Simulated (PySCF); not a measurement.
Q: Give a GFN2-xTB geometry of InChI=1S/C7H7N/c1-3-4-5-6-7-8-2/h1,7H,4H2,2H3/b8-7-.

A: 
```xyz
15
C7H7N angstrom
C      4.0566    0.1905   -0.1299
C      3.0282   -0.3621   -0.3892
C      1.7626   -1.0093   -0.6905
C      0.6484   -0.1981   -0.2367
C     -0.2419    0.5080    0.1632
C     -1.3254    1.3054    0.6175
N     -2.5622    1.0816    0.5000
C     -3.0541   -0.0877   -0.1574
H      4.9665    0.6626    0.0914
H      1.6808   -1.1670   -1.7724
H      1.7241   -1.9859   -0.1936
H     -1.0413    2.2197    1.1313
H     -3.6607   -0.6447    0.5587
H     -3.7149    0.2360   -0.9634
H     -2.2711   -0.7411   -0.5623
```

Orientation and origin are arbitrary. Atoms count from 1 in this order. The 2 C–N bonds span 1.262 Å (C6=N7, drawn double) to 1.429 Å (N7–C8, drawn single), a spread of 0.167 Å. The 8 heavy atoms lie in one plane (0.017 Å rms). The C–C distances run from 1.196 Å (C1≡C2, drawn triple) to 1.453 Å (C2–C3, drawn single), a spread of 0.257 Å. Of the pairs four or more bonds apart, C5···H15 is among the closest relative to their van der Waals radii: 2.49 Å, 86 % of the sum of Bondi's values.

Bonds between heavy atoms (Å): C1≡C2 1.196, C2–C3 1.453, C3–C4 1.451, C4≡C5 1.205, C5–C6 1.420, C6=N7 1.262, N7–C8 1.429.

Computed geometry: GFN2-xTB, gas phase.

Point group: near Cs, missed by 0.11 Å at most; the miss may be what the optimiser left on a soft mode. Not checked by GFN2-xTB frequencies.
